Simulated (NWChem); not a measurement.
## Atomisation of H4F2GeOSi

SMILES: [O]([GeH3])[SiH](F)F
```xyz
9

Si     1.5209    -0.3890     0.3156
F      1.2578    -0.8587     1.8387
F      2.0682     1.1271     0.4218
O      0.1450    -0.4400    -0.5423
Ge    -1.5336     0.2094    -0.5736
H      2.5516    -1.2413    -0.2897
H     -2.2400    -0.2371     0.7197
H     -2.1750    -0.4142    -1.8227
H     -1.4479     1.7434    -0.6758
```
Charge 0, spin multiplicity 1.

Program: NWChem. The geometry was optimised at B3LYP/def2-SVP, with no frequency check, so it may be a saddle point. It is one conformer; others weren't searched.

Basis set: def2-SVP. The atomisation energy is electronic alone: no zero-point, thermal, spin-orbit or counterpoise terms. No value is extrapolated to the basis-set limit. Free atoms are single determinants with multiplicities Si 3, F 2, O 3, Ge 3, H 2. Correlated methods freeze the same cores in atoms and molecule, 17 orbitals in all.

Costs are rough ratios of processor time within this set of runs, SCF included, with HF as 1. Costs are the molecule's.

The Hamiltonian is non-relativistic. B3LYP has NWChem's definition, with VWN1-RPA local correlation. The structure started from a generated list of species. The stability of the SCF solutions was not checked. Open-shell Hartree-Fock references start from PBE0 orbitals; any time given for them includes that run.

```json
[
 {"method": "HF", "atomisation energy (kcal/mol)": "561.6", "relative cost": "1"},
 {"method": "BHandHLYP", "atomisation energy (kcal/mol)": "___", "relative cost": "under 3"},
 {"method": "PBE0", "atomisation energy (kcal/mol)": "749.6", "relative cost": "under 3"},
 {"method": "B3LYP", "atomisation energy (kcal/mol)": "___", "relative cost": "under 3"},
 {"method": "BLYP", "atomisation energy (kcal/mol)": "___", "relative cost": "under 3"},
 {"method": "PBE", "atomisation energy (kcal/mol)": "767.1", "relative cost": "under 3"},
 {"method": "MP2", "atomisation energy (kcal/mol)": "740.2", "relative cost": "under 3"},
 {"method": "r2SCAN", "atomisation energy (kcal/mol)": "766.8", "relative cost": "under 3"}
]
```

### Question
Some entries are withheld; supply them.

### Answer

- BHandHLYP, atomisation energy (kcal/mol): 733.0
- B3LYP, atomisation energy (kcal/mol): 755.6
- BLYP, atomisation energy (kcal/mol): 756.4
